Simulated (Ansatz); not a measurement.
Total energies of `C[Si](C)(C)[Si](C)(C)[Si](C)(C)C` from Ansatz at PBE-D4/def2-TZVP, gas phase (1 Eh = 27.2114 eV = 2625.5 kJ/mol). The reference geometry is relaxed at PBE-D4/def2-SVP.

```csv
state,geometry,energy (Eh)
charge 0 singlet,reference,-1187.13902
charge 1 doublet,reference,-1186.85432
charge 1 doublet,relaxed at PBE-D4/def2-SVP,-1186.87412
charge -1 doublet,reference,-1187.09700
free C atom (triplet),–,-37.79597
free Si atom (triplet),–,-289.22285
free H atom (doublet),–,-0.49962
```

Single mean-field runs in def2-TZVP are fitted with def2-universal-jkfit.

Work out the vertical ionisation energy to the doublet.

E(charge 1 doublet) − E(charge 0 singlet) = -1186.85432 − (-1187.13902) = 0.28470 Eh = 7.75 eV. For comparison, −ε of the highest occupied level is 5.47 eV at this level, 2.28 eV less.

Work out the vertical electron affinity, to the doublet.

E(charge 0 singlet) − E(charge -1 doublet) = -1187.13902 − (-1187.09700) = -0.04202 Eh = -1.14 eV; negative, so the extra electron isn't bound. The basis lacks diffuse functions, which makes affinities too small.

Give the fundamental gap IE − EA, the Mulliken electronegativity (IE + EA)/2 and the hardness (IE − EA)/2.

From the values in Eh: IE − EA = 0.28470 − (-0.04202) = 0.32672 Eh = 8.89 eV; (IE + EA)/2 = 3.30 eV; (IE − EA)/2 = 4.45 eV. The HOMO–LUMO gap of the same run is 5.07 eV, 3.82 eV smaller than the fundamental gap.

How much does the charge 1 doublet relax, and what is the adiabatic ionisation energy?

Relaxation: -1186.85432 − (-1186.87412) = 0.01980 Eh = 0.54 eV. Adiabatic ionisation energy: 0.26490 Eh = 7.21 eV, without zero-point energy. 

What is the binding energy per atom against free atoms?

Atoms: 8 × (-37.79597) + 3 × (-289.22285) + 24 × (-0.49962) = -1182.02719 Eh. Binding: -1182.02719 − (-1187.13902) = 5.11183 Eh = 139.10 eV, or 3.97 eV for each of 35 atoms (no zero-point energy, no counterpoise term).

At PBE-D4/def2-TZVP the highest occupied level of the charge -1 doublet lies above zero (up to 2.69 eV). By energy differences it is unbound by 1.14 eV (vertical, against the charge 0 singlet, at PBE-D4/def2-TZVP) and held by the finite basis.
